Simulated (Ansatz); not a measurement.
Isolated molecules relaxed with PBE0-D4/def2-TZVP in Ansatz; ΔE leaves out vibrations. CBS: MP2 limit from def2 TZ/QZ plus the TZ coupled-cluster correction, frozen cores. This one scheme is used for every species. def2 core potentials past Kr. For I, Sn outer-core shells are correlated without core-valence functions, which leaves a few kJ/mol of doubt a bond. Each species was taken in one conformer, which may not be the lowest.

Consider the cleavage of the Sn–Si bond: `C[SiH2][SnH2][F]` + HI → `[F][SnH2][I]` + `C[SiH3]`.

```
           species  MP2/CBS(def2) energy (Eh)
`C[SiH2][SnH2][F]`                 -645.12790
                HI                 -298.04838
    `[F][SnH2][I]`                 -612.52420
         `C[SiH3]`                 -330.68857
```

(1) Work out ΔE.

Largest T1 diagnostic among the species: 0.013.

## Answers

(1) ΔE = (-612.52420) + (-330.68857) − (-645.12790) − (-298.04838) = -0.03649 Eh = -0.99 eV. CCSD(T)/CBS gives -0.91 eV.

From PBE to PBE0 (25 % exact exchange), in def2-TZVPP and without D4, ΔE moves by −0.05 eV. The D4 term adds +0.03 eV with B3LYP and +0.02 eV with PBE0; it sums over pairs of atoms, weighted by their polarisabilities, and B3LYP, whose exchange is more repulsive, gets the larger term. In def2-TZVPP, CCSD(T) changes the Hartree–Fock value by +0.27 eV (the triples alone add +0.01 eV) and MP2 by +0.18 eV.

B3LYP here is the variant with VWN-RPA as its local correlation; programs differ in this.
